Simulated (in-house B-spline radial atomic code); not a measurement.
A radial electron density 4πr²n(r) was computed for an atom or ion in its tabulated ground configuration with an all-electron radial atomic-structure program (B-spline basis); method: Dirac-Kohn-Sham LDA VWN5, spherical fractional occupations. Columns: r (bohr), 4πr²n(r) (electrons per bohr), bar.

```
 0.00228   0.7704 #
 0.00273    1.072 #
 0.00327    1.486 ##
 0.00392    2.051 ###
 0.00469    2.802 ####
 0.00563     3.82 #####
 0.00674    5.134 #######
 0.00808    6.838 #########
 0.00968    8.974 ###########
  0.0116    11.59 ###############
  0.0139    14.68 ###################
  0.0167    18.22 #######################
    0.02    21.91 ############################
  0.0239    25.47 ################################
  0.0287    28.61 ####################################
  0.0343    30.68 #######################################
  0.0411    31.39 ########################################
  0.0493    30.54 #######################################
  0.0591    28.45 ####################################
  0.0708    26.03 #################################
  0.0848    24.52 ###############################
   0.102    25.08 ################################
   0.122    27.87 ###################################
   0.146    31.78 ########################################
   0.175    34.58 ############################################
    0.21     33.9 ###########################################
   0.251    29.17 #####################################
   0.301    21.95 ############################
    0.36    15.76 ####################
   0.432     13.1 #################
   0.518    14.11 ##################
    0.62    16.15 #####################
   0.743    16.45 #####################
   0.891    14.05 ##################
    1.07    10.02 #############
    1.28    6.163 ########
    1.53    3.345 ####
    1.84      1.6 ##
     2.2   0.7153 #
    2.64   0.2795 
    3.16  0.09286 
    3.79   0.0237
```

Question: Which atom or ion is it?
A. Mn2+
B. Cr2+
C. Fe3+
D. Fe2+

Answer: D. The area under the curve, ∫4πr²n dr = ∫r·4πr²n d(ln r) on this logarithmic grid, is 24 electrons, which only this option has. The configuration is [Ar] 3d6.
